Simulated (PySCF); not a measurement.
Isomers of C4H6O2S, one conformer each. Computed with core-valence-separated Tamm–Dancoff BHandHLYP/aug-pcX-1 (pcseg-1 on H, def2-SVPD on S) in PySCF, non-relativistic, gas phase, PBE0-D3(BJ)/def2-SVP geometry. The energies are unshifted.

P. `C=CS(=O)(=O)C=C`
Q. `C1CS(=O)(C=C1)=O`

Main lines, eV (oscillator strength):
1. C K: 282.7 (0.066), 283.0 (0.056), 285.9 (0.050), 286.2 (0.015), 286.6 (0.013); O K: 531.7 (0.026), 532.1 (0.034), 532.3 (0.015), 532.5 (0.025), 533.2 (0.049)
2. C K: 282.1 (0.131), 282.9 (0.106), 286.2 (0.068), 286.5 (0.029), 286.8 (0.024); O K: 531.3 (0.039), 532.7 (0.031), 533.0 (0.044), 533.7 (0.025), 533.9 (0.024)
Listed: the first five lines at most of each edge with a tenth or more of its strongest line's intensity; roots within 0.03 eV on the same or equivalent atoms are summed. Only the lowest roots were sought, and the top ones are left out.

Task: Which spectrum belongs to which isomer?

Result: 1 = Q, 2 = P.
- P: first C line listed at 282.1 eV, hole on the terminal =CH2 carbon; first O line listed at 531.3 eV, hole on the sulfonyl oxygen.
- Q: first C line listed at 282.7 eV, hole on the alkene CH carbon (1s→π*); first O line listed at 531.7 eV, hole on the sulfonyl oxygen.

Task: What are the ground-state energies of the isomers at BHandHLYP/aug-pcX-1 (pcseg-1 on H, def2-SVPD on S), relative to the lowest?

Result: P 93.0, Q 0.0 kJ/mol (electronic energies on these geometries, no dispersion or zero-point terms).
